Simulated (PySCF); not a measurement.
Species: dimethyl malonate, C5H8O4.
Numbering: `[CH3:1][O:2][C:3](=[O:4])[CH2:5][C:6](=[O:7])[O:8][CH3:9]` (hydrogens: H10, H11, H12 on C1; H13, H14 on C5; H15, H16, H17 on C9)

Torsions of this conformer, `[CH3:1][O:2][C:3](=[O:4])[CH2:5][C:6](=[O:7])[O:8][CH3:9]`: C1–O2–C3–O4 0°, O2–C3–C5–C6 -137°, C3–C5–C6–O7 59°, C5–C6–O8–C9 180°.

The closed-shell ground state was solved at several levels (PySCF, density fitting, gas phase, non-relativistic). Isolated species at its PBE0-D3(BJ)/def2-SVP geometry (one conformer only).

```
         level  basis functions  total energy (Eh)  HOMO (eV)  LUMO (eV)  gap (eV)  dipole (D)
B97-2/pcSseg-1              193          -496.0372      -7.85      -0.06      7.79        2.02
   B3LYP/pcJ-1              323          -496.2783      -7.86      -0.24      7.62        2.03
PBE0/def2-SVPD              256          -495.3791      -8.28      -0.22      8.06        2.16
```

Problem. Estimate the row for PBE0/pcSseg-1, a basis of 193 functions; the other rows only guide the guess.

Solution. Total energy -495.6642 Eh, HOMO -8.15 eV, LUMO 0.02 eV, gap 8.17 eV, dipole 2.02 D.

Problem. Over all these levels, which gives the widest orbital gap and which the narrowest?

Solution. PBE0/pcSseg-1 (global hybrid, 25 % exact exchange) has the widest, 8.17 eV, and B3LYP/pcJ-1 (global hybrid, 20 % exact exchange) the narrowest, 7.62 eV. Functional and basis both differ between the two, so the spread mixes both effects.

Problem. How far do the dipole and the HOMO energy spread over the levels?

Solution. The dipole runs from 2.02 to 2.16 D (mean 2.05 D) and the HOMO from -8.28 to -7.85 eV.
